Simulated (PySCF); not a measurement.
I²⁺: excitation energy

I²⁺ [Kr] 4d10 5s2 5p3 (4S) → I²⁺ [Kr] 4d10 5s1 5p3 5d1 (6D), as a difference of total energies. Calculation: PySCF 2.14, in aug-cc-pVTZ-PP with ECP28MDF (6s5p4d2f, 55 functions); a scalar-relativistic core potential. Correlated levels: valence: 4s2 4p6 4d10 frozen. The calculations carry no spin-orbit coupling.

| method | excitation energy (eV) |
| --- | --- |
| UHF | 20.112 |
| MP2 (valence) | 21.296 |
| SCS-MP2 (valence) | 21.647 |
| CCSD (valence) | 21.456 |
| CCSD(T) (valence) | 21.504 |

**Question.** How much does correlation contribute at CCSD(T) (valence)?

**Answer.** 21.504 − (20.112) = 1.392 eV, measured against UHF.

The promoted electron is Rydberg-like, and one or two diffuse shells describe it only roughly, which tends to raise the upper state.
